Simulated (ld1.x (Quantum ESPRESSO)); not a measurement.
# u(r) = r·R(r): atom against pseudo-atom (silicon (Si))

Columns: radius, all-electron u(r) and pseudo u(r) of the 3s shell (level -10.72 eV) of silicon in the configuration [He] 2s2 2p6 3s2 3p2; PBEsol, non-relativistic, PAW scheme, ld1.x (Quantum ESPRESSO) 7.5.

```csv
r (bohr),all-electron,pseudo
0.050,0.1760,-0.1265
0.100,0.1241,-0.2441
0.150,-0.0005,-0.3447
0.200,-0.1282,-0.4220
0.250,-0.2304,-0.4722
0.300,-0.2985,-0.4937
0.350,-0.3326,-0.4877
0.400,-0.3372,-0.4573
0.450,-0.3177,-0.4071
0.500,-0.2798,-0.3426
0.550,-0.2285,-0.2692
0.600,-0.1679,-0.1915
0.650,-0.1014,-0.1132
0.700,-0.0320,-0.0366
0.750,0.0383,0.0372
0.800,0.1078,0.1077
0.850,0.1752,0.1752
0.900,0.2397,0.2397
0.950,0.3005,0.3005
1.000,0.3573,0.3573
1.050,0.4098,0.4098
1.100,0.4580,0.4580
1.150,0.5017,0.5017
1.200,0.5412,0.5412
1.250,0.5766,0.5766
1.300,0.6079,0.6079
```

(1) How many radial nodes do the two functions have?

(2) At about which radius was the pseudo-wave matched?

(3) Is the pseudo-wave norm-conserving?

Results:

(1) The all-electron 3s function has n − l − 1 = 2; the pseudo-wave has 1, since 1 lower shell of the same l stays in the valence.

(2) 0.90 bohr. The columns agree to 0.0005 from 0.80 bohr on; several derivatives are matched, so the curves merge somewhat inside the radius.

(3) No, it belongs to a PAW set: the norm inside the radius is not constrained, and the difference is carried by the augmentation charge.
